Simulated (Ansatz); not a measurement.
Predict a relaxed structure of `COc1ccc(-c2cc(C)c(-c3cc(C)c(-c4cc(C)c(-c5cc(C)c(-c6cc(C)c(-c7cc(C)c(-c8ccc(C(F)=C(F)F)cc8)s7)s6)s5)s4)s3)s2)cc1`, charge 0, singlet, at PBE-D4/def2-SVP (Ansatz).


Cartesian coordinates in Å:
```
C 2.507 7.778 -15.197
O 1.547 7.425 -14.220
C 1.956 6.706 -13.140
C 0.957 6.374 -12.198
C 1.279 5.638 -11.061
C 2.607 5.205 -10.807
C 2.949 4.430 -9.617
C 4.125 3.749 -9.317
C 4.133 3.088 -8.059
C 5.303 2.294 -7.554
C 2.922 3.264 -7.365
C 2.492 2.774 -6.081
C 1.254 2.962 -5.461
C 1.121 2.359 -4.186
C -0.132 2.445 -3.362
C 2.290 1.678 -3.799
C 2.594 0.930 -2.609
C 3.781 0.258 -2.297
C 3.787 -0.405 -1.045
C 4.954 -1.205 -0.543
C 2.568 -0.244 -0.359
C 2.151 -0.772 0.914
C 2.907 -1.290 1.969
C 2.147 -1.719 3.090
C 2.770 -2.299 4.328
C 0.766 -1.524 2.905
C -0.349 -1.800 3.771
C -1.699 -1.519 3.543
C -2.580 -1.919 4.578
C -4.065 -1.705 4.522
C -1.896 -2.528 5.647
C -2.382 -3.070 6.891
C -1.631 -3.583 7.953
C -2.394 -4.070 9.047
C -1.755 -4.613 10.296
C -3.774 -3.927 8.833
C -4.910 -4.263 9.688
C -6.117 -3.520 9.628
C -7.213 -3.839 10.428
C -7.158 -4.920 11.343
C -8.337 -5.196 12.158
F -9.410 -4.397 11.941
C -8.512 -6.144 13.115
F -9.637 -6.299 13.792
F -7.586 -7.021 13.482
C -5.960 -5.673 11.406
C -4.870 -5.353 10.596
S -4.087 -3.196 7.271
S -0.172 -2.592 5.327
S 0.446 -0.832 1.323
S 1.455 0.743 -1.287
S 3.527 1.814 -5.038
S 1.815 4.256 -8.298
C 3.593 5.552 -11.759
C 3.283 6.286 -12.910
H 2.975 6.881 -15.663
H 3.313 8.421 -14.775
H 1.967 8.346 -15.977
H -0.073 6.705 -12.391
H 0.479 5.379 -10.350
H 4.980 3.706 -10.007
H 5.030 1.237 -7.349
H 6.125 2.293 -8.296
H 5.706 2.708 -6.605
H 0.443 3.536 -5.934
H -0.552 1.441 -3.142
H -0.909 3.029 -3.891
H 0.051 2.935 -2.382
H 4.640 0.237 -2.983
H 5.686 -1.383 -1.354
H 4.632 -2.190 -0.146
H 5.490 -0.683 0.279
H 4.002 -1.331 1.956
H 2.440 -3.345 4.505
H 2.501 -1.722 5.237
H 3.874 -2.305 4.244
H -2.047 -1.019 2.627
H -4.621 -2.667 4.516
H -4.432 -1.131 5.399
H -4.346 -1.148 3.608
H -0.532 -3.590 7.944
H -2.333 -4.350 11.204
H -1.668 -5.721 10.271
H -0.729 -4.212 10.413
H -6.184 -2.658 8.946
H -8.130 -3.240 10.360
H -5.881 -6.531 12.085
H -3.976 -5.989 10.644
H 4.638 5.253 -11.593
H 4.085 6.533 -13.618
```
 This is one stationary point.

Single mean-field runs in def2-SVP are fitted with def2-universal-jkfit.
